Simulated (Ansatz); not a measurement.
Coupled-cluster run, CH₅AlOS, SMILES `C[O][AlH][SH]`.

```yaml
crystal:
  periodic: [false, false, false]
  atoms:
    - {symbol: C, position_ang: [0.612885, 1.288127, 0.163288]}
    - {symbol: O, position_ang: [0.207427, 0.389893, -0.822804]}
    - {symbol: Al, position_ang: [-0.503235, -1.128147, -0.920584]}
    - {symbol: S, position_ang: [-1.045342, -2.228805, 0.887864]}
    - {symbol: H, position_ang: [0.400171, 0.928333, 1.178614]}
    - {symbol: H, position_ang: [1.690251, 1.468046, 0.089941]}
    - {symbol: H, position_ang: [0.100062, 2.246446, 0.033053]}
    - {symbol: H, position_ang: [-0.773814, -1.748520, -2.335996]}
    - {symbol: H, position_ang: [-0.600003, -1.261873, 1.709624]}
basis:
  gaussian: {orbitals: def2-SVP}
correlation: {method: ccsd_t}
```

```sh
$ ansatz run in.yaml --threads 2 --pin off --events-out ev --progress --plain
```

Log, shortened:

```
Functional definition: HF
852 factors; integrals over basis functions are off by at most 1.4e-3 eV
mean field evaluation 1: about -20538.8029 eV, gradient 3.3e1 eV
mean field evaluation 2: about -20538.8115 eV, gradient 3.3e1 eV
mean field evaluation 4: about -20541.4716 eV, gradient 3.2e0 eV
mean field evaluation 8: about -20541.5101 eV, gradient 1.7e-4 eV
mean field -20541.51013819 eV, -754.8865740428 hartree, gradient 2.7e-6 eV, S^2 0.000000; 0 other end points of the search recorded, 0 dependent functions left out
12 core orbitals not correlated: weight in the atoms' cores, before any rotation towards them, 1.000 or more for the frozen orbitals, at most 0.000 for the correlated occupied ones
reference -20541.51013819 eV, -754.8865740428 hartree; 12, 12 occupied and 65, 65 virtual orbitals, 852 factors
second order -14.13179257 eV of doubles, -0.00000000 eV of singles
cycle   1  -14.88348042 eV  change   -7.5e-1 eV  update   9.1e-2
cycle   2  -15.27938497 eV  change   -4.0e-1 eV  update   2.8e-2
cycle   3  -15.38087437 eV  change   -1.0e-1 eV  update   1.6e-2
cycle   4  -15.37804543 eV  change    2.8e-3 eV  update   4.0e-3
cycle   5  -15.37659079 eV  change    1.5e-3 eV  update   1.7e-3
cycle   6  -15.37656438 eV  change    2.6e-5 eV  update   5.4e-4
cycle   7  -15.37633634 eV  change    2.3e-4 eV  update   1.8e-4
cycle   8  -15.37633498 eV  change    1.4e-6 eV  update   5.1e-5
cycle   9  -15.37635254 eV  change   -1.8e-5 eV  update   1.7e-5
perturbative correction -0.38017108 eV, -0.0139710294 hartree
Total energy: -20557.26666181 eV, -755.4656156057 hartree
```

It took 1.2 s on 2 threads of a server CPU on a shared host, with 0.29 GiB of host memory at the peak.

The correlation energy is -15.757 eV, 2.4 % of it from (T); the T1 diagnostic reads 0.0127.
